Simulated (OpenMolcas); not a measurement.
## Re4+: effect of the metal basis

Re4+ with its 6 nearest fluoride ions at 1.892 Å, on the Ge site of Cs2GeF6 (a = 9.021 Å, distance in the model lattice 1.804 Å). The rest of the host is ab initio model potentials to 7.6 Å and point charges beyond; the distance is set by hand and nothing relaxes.

* Program: OpenMolcas 26.06
* Method: SS-CASPT2, IPEA 0.25 Eh, imaginary shift 0.1 Eh (closed shells correlated: 5s 5p and the ligand valence shells)
* Spin-orbit coupling: state interaction with AMFI integrals over the reference wave functions

Fixed: ligand basis ANO-RCC-VDZP, active space 3 electrons in 5 orbitals (5d), DKH2 Hamiltonian.

States (labels of O, the rotations of Oh). Energies in cm-1 above the lowest state or level, χT in cm3 K/mol.

| Run | Metal basis | Ground state | First state of that spin | First gap with spin-orbit (degeneracies) | χT at 300 K | First state of another spin | Cost |
| --- | --- | --- | --- | --- | --- | --- | --- |
| A | ANO-RCC-VDZP | 4A2 | 4T2 41480 | 10520 (4, 4) | 1.449 | 2T1 11410 | roughly 2.2 core-minutes |
| B | ANO-RCC-VTZP | 4A2 | 4T2 41490 | 9550 (4, 4) | 1.439 | 2T1 10310 | roughly 5 core-minutes |

Against A, the first state of the same spin changes by 0 % in B.

Costs are those of the CASPT2 steps.

Roots that are degenerate in the reference are averaged as groups; the widest CASPT2 spread within a group is 820 cm-1 (the 3-fold group of multiplicity 2 near 108000 cm-1 above the lowest state of its run, A). Shifts and gaps below about the spread of the groups concerned are not significant. Over all roots computed the reference weight is 0.71 to 0.73 in A, 0.71 to 0.72 in B; a low but even weight reflects the number of correlated electrons. Ligand-to-metal charge-transfer states are missing. With no ligand orbital active B as a rule stays too high, so bands that hang on it stand too high and its fall with covalency is understated. With one d shell and no ligand orbital active, 10Dq can be off by a tenth or more. The least metal-like active orbital is 74 % on the metal (Löwdin) and no ligand orbital is active, so the numbers are rough (holds for A). The least metal-like active orbital is 75 % on the metal (Löwdin) and no ligand orbital is active, so the numbers are rough (holds for B). No measured value stands beside these numbers; the geometry was set by hand and not optimised.
